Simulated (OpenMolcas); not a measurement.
C: effect of correlating more closed shells

- Program: OpenMolcas 26.06
- Basis: ANO-RCC-VTZP [4s3p2d1f]
- Scalar Hamiltonian: DKH2, point nucleus
- Active space: 2 electrons in 3 orbitals (2p)
- State averaging: 2S+1 = 3 even, 3 roots; 2S+1 = 1 even, 6 roots
- Spin-orbit coupling: RASSI with atomic mean-field integrals over the reference wave functions, term energies averaged over their components

Methods on the same reference wave functions:
A. CASSCF
B. SS-CASPT2, IPEA 0.25 Eh, imaginary shift 0.1 Eh (closed shells correlated: 2s)
C. SS-CASPT2, IPEA 0.25 Eh, imaginary shift 0.1 Eh (closed shells correlated: 1s 2s)

Energies in cm⁻¹ above 2s² 2p² ³P₀, the measured ground level; measured values from NIST Handbook of Basic Atomic Spectroscopic Data.

| Level | A | B | C | Measured |
| --- | --- | --- | --- | --- |
| 2s² 2p² ³P₀ | 0.0 | 0.0 | 0.0 | 0.0 |
| 2s² 2p² ³P₁ | 15.8 | 15.8 | 15.8 | 16.4 |
| 2s² 2p² ³P₂ | 47.2 | 47.2 | 47.2 | 43.4 |
| 2s² 2p² ¹D₂ | 12660 | 10240 | 10270 | 10193 |
| 2s² 2p² ¹S₀ | 31107 | 23380 | 23400 | 21648 |

Deviations, from unrounded energies. A percentage is the sum of absolute deviations over the sum of measured energies, with the sign that they share, or ± where signs differ.

```csv
Against measurement,Levels,A,B,C
mean absolute deviation (cm-1),4,3000,450,460
fine structure of the ground term (%),2,±7.4,±7.4,±7.4
other terms of the ground configuration (%),2,+37.5,+5.6,+5.7
```

B, C lie about equally close to measurement and A furthest from it. The largest miss of B in the table is 2s² 2p² ¹S₀, by +1700 cm-1. The ranking rests on the paired levels alone, and a cruder setting can come out closer through cancelling errors.

Between B and C the level of the table that moves most is 2s² 2p² ¹D₂, by 26 cm-1 (lowest in B, highest in C). Moves below CASPT2's spread within the term are not significant.

The two smallest mean deviations differ by little beside CASPT2's spread within terms, so their order carries little weight.

From A to B the spin-free energies of the other terms of 2s² 2p² shown, above ³P, scale by factors of 0.75 to 0.81.

The lowest spin-free term lies below A's lowest term by 0.074 hartree in B, 0.081 hartree in C.

What an inner shell adds also hangs on whether the basis holds functions to correlate it.

CASPT2 does not keep the components of a term degenerate, so their means are used; among the terms shown or strongly mixed into the levels shown the widest spread is 82 cm-1 (2s² 2p² ¹D, C). With the s shell closed, the reference lacks s² → p² mixing. Without dynamic correlation excited terms often stand tens of per cent too high (terms of higher spin than the ground term too low), and those without a measured partner can miss by more than the paired ones (holds for A). Measured partners are found by configuration, term and J. A level has none where our copy of the source lacks it or the pairing is in doubt (some pairs that miss far off the trend of their configuration count as doubtful), and it then counts in no deviation. Only configurations of the active space appear.
